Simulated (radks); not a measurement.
Q: Coherent X-ray form factor from a spherical all-electron density. All-electron calculation, Dirac Kohn-Sham, LDA (Slater exchange, Perdew-Wang correlation), spin-unpolarised, spherical densities, finite nucleus; Fermi nuclear charge, rms radius of each element as measured or else 0.836 A^(1/3) + 0.57 fm. Program: a radial shooting solver on a logarithmic mesh with Libxc functionals.

sin(theta)/lambda (1/angstrom)  f0 (electrons)
0.05                                    25.622
0.1                                     24.579
0.15                                    23.083
0.2                                     21.356
0.25                                    19.568
0.3                                     17.824
0.4                                     14.696
0.5                                     12.189
0.6                                     10.302
0.8                                      7.971
1                                        6.747
1.25                                     5.765
1.5                                      4.919
2                                        3.411

The species is in the configuration that NIST lists as its ground one. Which atom or ion scatters so?

A: The cobalt ion Co+, [Ar] 3d8. Extrapolating in s^2 from the first two rows gives f0(0) = 26.0, near the electron count 26; among species with that count, the fall with angle is slower the higher Z, and the table is that of Z = 27; from so few rows the species is fixed only to a neighbour or two.
